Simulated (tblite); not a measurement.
C₂H₉ClGeSi.
Bonds: Cl1–C2, C2–C3, C3–Si4, Si4–Ge5. Hydrogens: H6, H7 on C2; H8, H9 on C3; H10, H11 on Si4; H12, H13, H14 on Ge5.

Computed with GFN2-xTB (tblite), gas phase: L-BFGS steps from a force-field or distance-geometry start until the largest atomic force falls under 0.01 eV/Å.

Step 22: E = -464.5721 eV
```
atom  x, y, z in Å  |  force x, y, z in eV/Å
Cl1    -0.7056    0.9423    1.7397   -0.057   0.061   0.074
C2     -1.7809    0.5237    0.3822   -0.011  -0.035  -0.057
C3     -1.2590   -0.6991   -0.3349    0.043  -0.075  -0.045
Si4     0.5195   -0.5149   -1.0013    0.092  -0.012  -0.084
Ge5     2.0724    0.3158    0.5294    0.016  -0.005  -0.051
H6     -2.7744    0.3424    0.7944    0.003   0.099   0.060
H7     -1.8047    1.3916   -0.2751   -0.026   0.021  -0.013
H8     -1.3162   -1.5543    0.3377    0.009  -0.033   0.023
H9     -1.9219   -0.9127   -1.1739   -0.054   0.000   0.029
H10     0.4408    0.3680   -2.1732   -0.012   0.045   0.013
H11     0.8828   -1.8442   -1.4974    0.035  -0.048   0.003
H12     2.0533   -0.1424    1.9486   -0.020  -0.059   0.055
H13     2.1165    1.8093    0.6055   -0.018   0.041   0.023
H14     3.4768   -0.0261    0.0961    0.000   0.000  -0.029
```

Step 23: E = -464.5740 eV
```
atom  x, y, z in Å  |  force x, y, z in eV/Å
Cl1    -0.7036    0.9496    1.7363   -0.087   0.047   0.034
C2     -1.7801    0.5251    0.3781   -0.026  -0.035  -0.042
C3     -1.2581   -0.7038   -0.3324    0.002  -0.031  -0.026
Si4     0.5199   -0.5165   -0.9988    0.092  -0.053  -0.113
Ge5     2.0733    0.3137    0.5287   -0.010  -0.010   0.004
H6     -2.7758    0.3496    0.7929    0.063   0.095   0.030
H7     -1.8027    1.3915   -0.2840   -0.017  -0.028   0.018
H8     -1.3159   -1.5563    0.3454    0.003  -0.001  -0.012
H9     -1.9193   -0.9181   -1.1740   -0.039  -0.007   0.072
H10     0.4382    0.3763   -2.1636   -0.011   0.030   0.011
H11     0.8812   -1.8467   -1.5016    0.028   0.000   0.015
H12     2.0584   -0.1533    1.9477   -0.019  -0.045   0.022
H13     2.1081    1.8066    0.6124   -0.013   0.046   0.023
H14     3.4758   -0.0182    0.0907    0.034  -0.009  -0.036
```

Step 24: E = -464.5758 eV
```
atom  x, y, z in Å  |  force x, y, z in eV/Å
Cl1    -0.7043    0.9564    1.7352   -0.100   0.029  -0.009
C2     -1.7797    0.5253    0.3743   -0.019  -0.018  -0.010
C3     -1.2566   -0.7082   -0.3311   -0.026   0.019  -0.001
Si4     0.5220   -0.5186   -0.9993    0.055  -0.070  -0.101
Ge5     2.0740    0.3122    0.5280   -0.027  -0.008   0.054
H6     -2.7762    0.3574    0.7930    0.094   0.070  -0.002
H7     -1.8018    1.3912   -0.2904   -0.003  -0.065   0.032
H8     -1.3152   -1.5584    0.3510    0.002   0.026  -0.041
H9     -1.9185   -0.9221   -1.1732   -0.023  -0.019   0.093
H10     0.4362    0.3835   -2.1563   -0.009   0.019   0.001
H11     0.8813   -1.8497   -1.5043    0.026   0.025   0.015
H12     2.0613   -0.1626    1.9473   -0.017  -0.029  -0.017
H13     2.1015    1.8056    0.6179   -0.008   0.034   0.023
H14     3.4753   -0.0126    0.0858    0.055  -0.013  -0.037
```

**Question.** Estimate the geometry and energy of step 25. (The exact step hangs on the optimiser's Hessian estimate; all steps are aligned on step 24, rigid shifts and turns removed.)

**Answer.** E = -464.5775 eV, largest force 0.098 eV/Å
```
atom  x, y, z in Å  |  force x, y, z in eV/Å
Cl1    -0.7069    0.9633    1.7340   -0.090   0.014  -0.037
C2     -1.7791    0.5252    0.3704    0.005   0.005   0.023
C3     -1.2552   -0.7119   -0.3300   -0.032   0.056   0.019
Si4     0.5247   -0.5215   -1.0014    0.001  -0.056  -0.056
Ge5     2.0742    0.3106    0.5281   -0.028  -0.001   0.073
H6     -2.7751    0.3661    0.7933    0.086   0.030  -0.024
H7     -1.8010    1.3899   -0.2960    0.011  -0.076   0.024
H8     -1.3146   -1.5599    0.3556    0.007   0.040  -0.055
H9     -1.9186   -0.9263   -1.1707   -0.016  -0.029   0.090
H10     0.4340    0.3907   -2.1497   -0.006   0.008  -0.014
H11     0.8820   -1.8524   -1.5069    0.030   0.024   0.004
H12     2.0638   -0.1718    1.9469   -0.015  -0.016  -0.045
H13     2.0953    1.8052    0.6236   -0.004   0.010   0.023
H14     3.4760   -0.0075    0.0806    0.050  -0.010  -0.027
```

The energy changes by -0.0017 eV. The first-order estimate −F·Δx gives -0.0023 eV and the mean of the old and new forces, exact on a quadratic surface, -0.0017 eV. The step makes an angle of 70° with the force vector and moves no atom by more than 0.010 Å.

The cost below is that of the whole relaxation. Time: 0.63 s wall. Hardware: an Arm Neoverse V2 with one thread, no GPU, shared host.
